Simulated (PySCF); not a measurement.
SMILES [O](CC)[Ga]([CH3])[CH2]C (C5H13GaO), GFN2-xTB optimised geometry.

```
20

Ga    -0.33    -0.10     0.00
C     -0.96    -2.05    -0.01
H     -0.55    -2.57     0.85
H     -0.60    -2.54    -0.92
H     -2.05    -2.11     0.02
C     -1.41     1.68     0.00
C     -2.92     1.45     0.07
H     -1.15     2.24    -0.91
H     -1.07     2.29     0.85
H     -3.18     0.92     0.98
H     -3.26     0.86    -0.78
H     -3.45     2.40     0.06
O      1.41    -0.10     0.00
C      2.64     0.57     0.02
C      2.48     2.08     0.09
H      3.22     0.21     0.88
H      3.20     0.30    -0.90
H      1.94     2.34     1.00
H      3.45     2.57     0.10
H      1.91     2.43    -0.77
```

Density from PBE0/def2-SVP (PySCF) at that geometry.

Minimum of the electron density along straight lines between bonded atoms, close to the bond critical point (lines longer than 1.1 times the sum of covalent radii, or with two minima, are not listed):

```
bond     length / Å  ρ at the minimum / e bohr⁻³  ∇²ρ there / e bohr⁻⁵  position (fraction from the first atom)
-------  ----------  ---------------------------  --------------------  ---------------------------------------
Ga1–C2        2.044                        0.102                   ___                                     0.47
C2–H3         1.091                        0.269                 -0.96                                     0.63
C2–H4         1.091                        0.269                 -0.95                                     0.63
C2–H5         1.090                        0.270                 -0.96                                     0.62
Ga1–C6        2.080                        0.098                  0.09                                     0.47
C6–C7         1.526                        0.240                   ___                                     0.50
C6–H8         1.096                        0.269                 -0.94                                     0.62
C6–H9         1.096                        0.269                 -0.94                                     0.62
C7–H10        1.090                        0.275                 -1.00                                     0.62
C7–H11        1.090                        0.275                 -1.00                                     0.62
C7–H12        1.091                        0.275                 -0.99                                     0.62
Ga1–O13       1.744                        0.131                  0.96                                     0.48
O13–C14       1.403                        0.255                   ___                                     0.66
C14–C15       1.525                        0.249                 -0.58                                     0.50
C14–H16       1.098                        0.280                 -1.04                                     0.63
C14–H17       1.098                        0.279                 -1.04                                     0.63
C15–H18       1.089                        0.275                 -1.00                                     0.62
C15–H19       1.087                        0.275                 -1.00                                     0.62
C15–H20       1.090                        0.275                 -1.00                                     0.62
```

Complete the blanks.


- Ga1–C2, ∇²ρ there / e bohr⁻⁵: 0.11
- C6–C7, ∇²ρ there / e bohr⁻⁵: -0.53
- O13–C14, ∇²ρ there / e bohr⁻⁵: -0.35
